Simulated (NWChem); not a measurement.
The numbers come from NWChem runs, not from measurements. System: BeF2, charge 0, spin multiplicity 1, displaced from the optimised geometry. The structure started from a generated list of species.

Input file:

```
start mol
memory heap 200 mb stack 900 mb global 1100 mb
geometry units angstroms nocenter noautoz noautosym
  Be     0.000000     0.000000     0.000000
  F      0.000000     0.000000     3.466260
  F      0.000000     0.000000    -1.386504
end
basis spherical
  * library cc-pvdz
end
dft
  xc xpbe96 cpbe96
  semidirect memsize 60000000 filesize 0
  iterations 100
end
task dft energy
```

The output up to the point where the run's verdict is printed (cleaned and shortened):

```
             Northwest Computational Chemistry Package (NWChem) 7.3.0
             --------------------------------------------------------

                                NWChem Input Module
                                -------------------

 Scaling coordinates for geometry "geometry" by  1.889725989
 (inverse scale =  0.529177249)

                             Geometry "geometry" -> ""
                             -------------------------

 Output coordinates in angstroms (scale by  1.889725989 to convert to a.u.)

  No.       Tag          Charge          X              Y              Z
 ---- ---------------- ---------- -------------- -------------- --------------
    1 Be                   4.0000     0.00000000     0.00000000     0.00000000
    2 F                    9.0000     0.00000000     0.00000000     3.46626000
    3 F                    9.0000     0.00000000     0.00000000    -1.38650400

 Effective nuclear repulsion energy (a.u.)      28.0685860455

            Nuclear Dipole moment (a.u.)
            ----------------------------
        X                 Y               Z
 ---------------- ---------------- ----------------
     0.0000000000     0.0000000000    35.3715206679


 Summary of "ao basis" -> "" (spherical)
 ------------------------------------------------------------------------------
       Tag                 Description            Shells   Functions and Types
 ---------------- ------------------------------  ------  ---------------------
 *                          cc-pvdz                   on all atoms

  pbe96 is a nonlocal functional; adding pw91lda local functional.

                                 NWChem DFT Module
                                 -----------------

 Summary of "ao basis" -> "ao basis" (spherical)
 ------------------------------------------------------------------------------
       Tag                 Description            Shells   Functions and Types
 ---------------- ------------------------------  ------  ---------------------
 Be                         cc-pvdz                  6       14   3s2p1d
 F                          cc-pvdz                  6       14   3s2p1d
[...]
 d= 0,ls=0.5,diis    52   -214.1058870805 -5.54D-03  5.07D-04  9.68D-02     4.5
 d= 0,ls=0.5,diis    53   -214.1091385125 -3.25D-03  4.65D-04  7.88D-02     4.6
 d= 0,ls=0.5,diis    54   -214.1118871431 -2.75D-03  4.24D-04  6.28D-02     4.6
 d= 0,ls=0.5,diis    55   -214.1141621063 -2.27D-03  3.17D-04  4.90D-02     4.7
 d= 0,ls=0.5,diis    56   -214.1156461477 -1.48D-03  2.92D-04  4.03D-02     4.9
 d= 0,ls=0.5,diis    57   -214.1168943340 -1.25D-03  2.89D-04  3.28D-02     5.0
 d= 0,ls=0.5,diis    58   -214.1180324282 -1.14D-03  2.34D-04  2.57D-02     5.1
 d= 0,ls=0.5,diis    59   -214.1188213224 -7.89D-04  1.93D-04  2.12D-02     5.2
 d= 0,ls=0.5,diis    60   -214.1194055109 -5.84D-04  1.81D-04  1.79D-02     5.3
 d= 0,ls=0.5,diis    61   -214.1199178862 -5.12D-04  1.52D-04  1.48D-02     5.4
 d= 0,ls=0.5,diis    62   -214.1203061320 -3.88D-04  1.40D-04  1.25D-02     5.5
 d= 0,ls=0.5,diis    63   -214.1206388371 -3.33D-04  1.20D-04  1.05D-02     5.6
 d= 0,ls=0.5,diis    64   -214.1208985888 -2.60D-04  1.07D-04  9.01D-03     5.7
 d= 0,ls=0.5,diis    65   -214.1211119816 -2.13D-04  9.42D-05  7.75D-03     5.7
 d= 0,ls=0.5,diis    66   -214.1212865211 -1.75D-04  8.75D-05  6.73D-03     5.8
 d= 0,ls=0.5,diis    67   -214.1214385810 -1.52D-04  8.27D-05  5.82D-03     5.9
 d= 0,ls=0.5,diis    68   -214.1215723377 -1.34D-04  7.66D-05  5.02D-03     6.0
 d= 0,ls=0.5,diis    69   -214.1216875011 -1.15D-04  7.04D-05  4.33D-03     6.1
 d= 0,ls=0.5,diis    70   -214.1217853084 -9.78D-05  6.85D-05  3.75D-03     6.2
 d= 0,ls=0.5,diis    71   -214.1218745492 -8.92D-05  6.19D-05  3.21D-03     6.3
 d= 0,ls=0.5,diis    72   -214.1219484398 -7.39D-05  5.96D-05  2.77D-03     6.4
 d= 0,ls=0.5,diis    73   -214.1220149829 -6.65D-05  5.33D-05  2.37D-03     6.5
 d= 0,ls=0.5,diis    74   -214.1220695919 -5.46D-05  4.56D-05  2.05D-03     6.6
 d= 0,ls=0.5,diis    75   -214.1221125079 -4.29D-05  4.11D-05  1.80D-03     6.7
 d= 0,ls=0.5,diis    76   -214.1221489781 -3.65D-05  3.96D-05  1.59D-03     6.7
 d= 0,ls=0.5,diis    77   -214.1221822556 -3.33D-05  3.66D-05  1.39D-03     6.8
 d= 0,ls=0.5,diis    78   -214.1222110517 -2.88D-05  3.69D-05  1.22D-03     6.9
 d= 0,ls=0.5,diis    79   -214.1222384799 -2.74D-05  3.45D-05  1.05D-03     6.9
 d= 0,ls=0.5,diis    80   -214.1222620895 -2.36D-05  3.12D-05  9.10D-04     7.0
 d= 0,ls=0.5,diis    81   -214.1222818439 -1.98D-05  3.07D-05  7.94D-04     7.1
 d= 0,ls=0.5,diis    82   -214.1223001066 -1.83D-05  2.75D-05  6.84D-04     7.1
 d= 0,ls=0.5,diis    83   -214.1223151974 -1.51D-05  2.61D-05  5.95D-04     7.2
 d= 0,ls=0.5,diis    84   -214.1223286202 -1.34D-05  2.35D-05  5.16D-04     7.3
 d= 0,ls=0.5,diis    85   -214.1223397868 -1.12D-05  2.09D-05  4.50D-04     7.3
 d= 0,ls=0.5,diis    86   -214.1223490027 -9.22D-06  1.97D-05  3.96D-04     7.4
 d= 0,ls=0.5,diis    87   -214.1223572441 -8.24D-06  1.95D-05  3.47D-04     7.5
 d= 0,ls=0.5,diis    88   -214.1223649208 -7.68D-06  1.78D-05  3.01D-04     7.5
 d= 0,ls=0.5,diis    89   -214.1223714297 -6.51D-06  1.68D-05  2.63D-04     7.6
 d= 0,ls=0.5,diis    90   -214.1223771469 -5.72D-06  1.51D-05  2.29D-04     7.7
 d= 0,ls=0.5,diis    91   -214.1223818960 -4.75D-06  1.40D-05  2.01D-04     7.7
 d= 0,ls=0.5,diis    92   -214.1223860682 -4.17D-06  1.30D-05  1.76D-04     7.8
 d= 0,ls=0.5,diis    93   -214.1223896685 -3.60D-06  1.21D-05  1.55D-04     7.8
 d= 0,ls=0.5,diis    94   -214.1223928411 -3.17D-06  1.15D-05  1.36D-04     7.9
 d= 0,ls=0.5,diis    95   -214.1223956767 -2.84D-06  1.07D-05  1.19D-04     8.0
 d= 0,ls=0.5,diis    96   -214.1223981224 -2.45D-06  9.97D-06  1.05D-04     8.0
 d= 0,ls=0.5,diis    97   -214.1224002686 -2.15D-06  9.38D-06  9.23D-05     8.1
 d= 0,ls=0.5,diis    98   -214.1224021637 -1.90D-06  8.87D-06  8.10D-05     8.2
 d= 0,ls=0.5,diis    99   -214.1224038407 -1.68D-06  8.27D-06  7.11D-05     8.3
 d= 0,ls=0.5,diis   100   -214.1224053053 -1.46D-06  7.68D-06  6.24D-05     8.4
```

Convergence was not reached. The next line reads: Calculation failed to converge. NWChem stopped with the message: dft energy failed.
